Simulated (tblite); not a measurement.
C4H8S2Si.
Structure used (GFN2-xTB), in Å, numbered top down from 1:
```
atom  x, y, z in Å
C1    -2.257    1.627    0.505
C2    -2.300    0.477    0.175
C3    -2.287   -0.920   -0.160
S4    -1.335   -1.907    1.077
Si5    0.602   -1.034    0.903
S6     1.001   -0.614   -1.159
C7     2.691    0.024   -0.985
H8    -2.249    2.644    0.761
H9    -3.294   -1.337   -0.141
H10   -1.829   -1.085   -1.136
H11    1.524   -2.042    1.394
H12    0.684    0.222    1.638
H13    3.336   -0.755   -0.593
H14    3.019    0.316   -1.977
H15    2.690    0.886   -0.325
```

Computed values, GFN2-xTB/tblite, gas phase, harmonic and unscaled. Errors from tens to a few hundred cm⁻¹ against measured bands are possible. Modes of hydrogen on silicon can be 10 to 20 % off. One conformer, not necessarily the lowest.

Harmonic wavenumbers (cm⁻¹): 28.9, 42.0, 67.8, 101.5, 123.8, 146.1, 176.8, 218.0, 291.5, 418.2, 474.1, 491.2, 549.2, 575.8, 628.4, 634.9, 689.7, 715.6, 732.0, 760.7, 868.7, 950.7, 961.2, 1006.3, 1110.3, 1200.9, 1325.8, 1402.2, 1452.7, 1459.0, 2282.4, 2300.6, 2351.2, 2966.2, 2987.5, 3035.9, 3040.6, 3062.2, 3400.7.

A = 2076, B = 980.1, C = 798.3 MHz; mass 147.984 u (most abundant isotopes); point group C1, symmetry number 1.

What is the zero-point energy?

Half the sum of the wavenumbers: 22516 cm⁻¹ = 64.38 kcal/mol.

Give the ideal-gas entropy at 200 K and 1 bar in the rigid-rotor, harmonic-oscillator model (classical rotation).

Translation 38.93, rotation 28.48, vibration 25.53: S = 92.9 cal/(mol K).

And Cp and H(200 K) − H(0)?

Cp = 30.54 cal/(mol K), of which vibrations give 22.59 (their classical limit is 39 R = 77.5); H(200 K) − H(0) = 4.12 kcal/mol without the zero-point energy, 2.53 from vibrations.

Which modes carry the vibrational entropy at 200 K?

28.9 cm⁻¹: 5.11; 42.0 cm⁻¹: 4.37; 67.8 cm⁻¹: 3.43; 101.5 cm⁻¹: 2.66; 123.8 cm⁻¹: 2.28; 146.1 cm⁻¹: 1.98 cal/(mol K); the other 33 give 5.70 together.

What must be added to the electronic energy to get the Gibbs energy at 200 K and 1 bar?

ZPE + [H(200 K) − H(0)] − T·S = 64.38 + 4.12 − 18.59 = 49.91 kcal/mol.

How do the functions run with temperature in this model?

| T (K) | S (cal/(mol K)) | Cp (cal/(mol K)) | H − H(0) (kcal/mol) | G − H(0) (kcal/mol) | ln q(vib) |
| --- | --- | --- | --- | --- | --- |
| 100 | 75.3 | 21.4 | 1.53 | -6.00 | 3.07 |
| 300 | 107.0 | 39.2 | 7.62 | -24.48 | 9.52 |
| 500 | 130.2 | 51.5 | 16.79 | -48.29 | 15.01 |
| 800 | 157.0 | 62.5 | 34.03 | -91.54 | 22.12 |
| 1000 | 171.5 | 67.4 | 47.04 | -124.42 | 26.25 |

q(vib) and H(0) count from the zero-point level.

Blend soft modes into free rotors: weight 1/[1 + (100 cm⁻¹/ν̃)⁴] for the oscillator and the rest for a rotor with moment μB/(μ + B), μ = h/(8π²ν), B = 10⁻⁴⁴ kg m². What vibrational entropy results?

22.57 cal/(mol K) in place of 25.53, which changes −T·S at 200 K by +0.59 kcal/mol.

Hindered rotation and anharmonicity are outside this model. Other conformers, if any are populated, would add a mixing term that is left out. The structure is chiral; the term R ln 2 for an equal mix with its mirror image is left out.
